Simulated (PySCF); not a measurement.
CdS (SMILES [S]=[Cd]), singlet, at a GFN2-xTB geometry (such geometries of metal compounds can be far from the true shape) (core potentials on Cd); PBE0/def2-SVP in PySCF.

The PySCF input:
```python
from pyscf import gto, scf, dft

mol = gto.M(
    atom='''
Cd   -0.000000   -0.000000   -0.559200
S     0.000000    0.000000    1.677600
''',
    basis='def2-svp',
    ecp={'Cd': 'def2-svp'},
    charge=0,
    spin=0,
    verbose=4,
)

mf = dft.RKS(mol)
mf.xc = 'pbe0'
mf.kernel()
```

The log (banner, timings and long lists left out):

```
PySCF version 2.14.0

[INPUT] verbose = 4
[INPUT] num. atoms = 2
[INPUT] num. electrons = 36
[INPUT] charge = 0
[INPUT] spin (= nelec alpha-beta = 2S) = 0
[INPUT] symmetry False subgroup None
[INPUT] Mole.unit = angstrom
[INPUT] Symbol           X                Y                Z      unit          X                Y                Z       unit  Magmom
[INPUT]  1 Cd     0.000000000000   0.000000000000  -0.559200000000 AA    0.000000000000   0.000000000000  -1.056734848857 Bohr   0.0
[INPUT]  2 S      0.000000000000   0.000000000000   1.677600000000 AA    0.000000000000   0.000000000000   3.170204546570 Bohr   0.0

nuclear repulsion = 75.7048942660944
number of shells = 19
number of NR pGTOs = 93
number of NR cGTOs = 49
basis = def2-svp
ecp = {'Cd': 'def2-svp'}

******** <class 'pyscf.dft.rks.RKS'> ********
method = RKS
initial guess = minao
damping factor = 0
level_shift factor = 0
DIIS = <class 'pyscf.scf.diis.CDIIS'>
diis_start_cycle = 1
diis_space = 8
diis_damp = 0
SCF conv_tol = 1e-09
SCF conv_tol_grad = None
SCF max_cycles = 50
direct_scf = True
direct_scf_tol = 1e-13
XC library pyscf.dft.libxc version 7.1.2
    S. Lehtola, C. Steigemann, M. J. T. Oliveira, and M. A. L. Marques,  SoftwareX 7, 1–5 (2018)
XC functionals = pbe0
    C. Adamo and V. Barone,  J. Chem. Phys. 110, 6158 (1999)
    M. Ernzerhof and G. E. Scuseria,  J. Chem. Phys. 110, 5029 (1999)
radial grids:
    Treutler-Ahlrichs [JCP 102, 346 (1995); DOI:10.1063/1.469408] (M4) radial grids

becke partition: Becke, JCP 88, 2547 (1988); DOI:10.1063/1.454033
pruning grids: <function nwchem_prune>
grids dens level: 3
symmetrized grids: False
atomic radii adjust function: <function treutler_atomic_radii_adjust>
small_rho_cutoff = 0
Set gradient conv threshold to 3.16228e-05
Initial guess from minao.
tot grids = 41272
init E= -551.594528430467

WARN: HOMO -0.653781690803123 == LUMO -0.653781690803087

cycle= 1 E= -564.287899143829  delta_E= -12.7  |g|= 1.96  |ddm|= 4.55
  HOMO = 0.131772876706814  LUMO = 0.141738018696886  gap/eV = 0.27117
cycle= 2 E= -545.291751052474  delta_E=   19  |g|= 7.19  |ddm|= 9.51
  HOMO = -0.352011592387763  LUMO = -0.193338826708072  gap/eV = 4.31771
cycle= 3 E= -565.295316876029  delta_E=  -20  |g|= 0.841  |ddm|= 7.85
  HOMO = -0.107305925962625  LUMO = -0.101714743826305  gap/eV = 0.15214
cycle= 4 E= -564.670189345583  delta_E= 0.625  |g|= 1.37  |ddm|= 3.14
  HOMO = -0.216749533553905  LUMO = -0.153125572714472  gap/eV = 1.73130
cycle= 5 E= -565.585472489912  delta_E= -0.915  |g|= 0.218  |ddm|= 2.58
  HOMO = -0.216978480040469  LUMO = -0.155212688417414  gap/eV = 1.68073
cycle= 6 E= -565.604957299331  delta_E= -0.0195  |g|= 0.0927  |ddm|= 0.412
  HOMO = -0.216892202842237  LUMO = -0.148809594817941  gap/eV = 1.85262
cycle= 7 E= -565.603369259202  delta_E= 0.00159  |g|= 0.085  |ddm|= 0.18
  HOMO = -0.223322112344211  LUMO = -0.148523114196351  gap/eV = 2.03538
cycle= 8 E= -565.606240044367  delta_E= -0.00287  |g|= 0.0211  |ddm|= 0.103
  HOMO = -0.225903320212332  LUMO = -0.147961420767324  gap/eV = 2.12091
cycle= 9 E= -565.606412220527  delta_E= -0.000172  |g|= 0.00107  |ddm|= 0.0287
  HOMO = -0.225945162731854  LUMO = -0.147853446000376  gap/eV = 2.12498
cycle= 10 E= -565.606412643822  delta_E= -4.23e-07  |g|= 0.000521  |ddm|= 0.00259
  HOMO = -0.225970155449068  LUMO = -0.147903069634346  gap/eV = 2.12431
cycle= 11 E= -565.606412754287  delta_E= -1.1e-07  |g|= 5.07e-05  |ddm|= 0.001
  HOMO = -0.225954376073686  LUMO = -0.147895027219967  gap/eV = 2.12410
cycle= 12 E= -565.606412755808  delta_E= -1.52e-09  |g|= 2.58e-05  |ddm|= 0.000183
  HOMO = -0.225956960075894  LUMO = -0.147895135177116  gap/eV = 2.12417
cycle= 13 E= -565.606412756037  delta_E= -2.29e-10  |g|= 1.75e-06  |ddm|= 3.5e-05
  HOMO = -0.225957509998731  LUMO = -0.147895085159846  gap/eV = 2.12419
Extra cycle  E= -565.606412756031  delta_E= 5.91e-12  |g|= 4.31e-06  |ddm|= 8.81e-06
converged SCF energy = -565.606412756031
```
